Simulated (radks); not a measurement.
Values are calculated unless marked as measured or tabulated.
Question: Species: Bi64+. Configuration: [Ar] 3d1. Code: a radial shooting solver on a logarithmic mesh with Libxc functionals. Model: Dirac Kohn-Sham, LB94 model potential, spin-unpolarised, spherical densities, finite nucleus; open shells fill j = l - 1/2 first; Fermi nuclear charge, rms radius 5.5211 fm. Some entries of the table are withheld. Estimate them.

orbital  occ.  eigenvalue (eV)  <r> (bohr)  r(max) (bohr)
1s1/2       2        -95783.62     0.01578       0.009654
2s1/2       2        -21241.87         (1)        0.05620
2p1/2       2        -20662.84     0.05337        0.04098
2p3/2       4        -18295.04     0.06219        0.04876
3s1/2       2        -8266.433      0.1614            (2)
3p1/2       2        -8041.047      0.1511         0.1417
3p3/2       4        -7430.194      0.1649         0.1559
3d3/2       1        -7119.298      0.1407         0.1184
3d5/2       0        -6980.432      0.1450         0.1223
4s1/2       0        -4351.087      0.3052         0.3083
4p1/2       0        -4255.254      0.2971         0.3000
4p3/2       0        -4017.355      0.3156         0.3204

Answer: 
(1) 2s1/2 <r> (bohr): 0.06519
(2) 3s1/2 r(max) (bohr): 0.1531
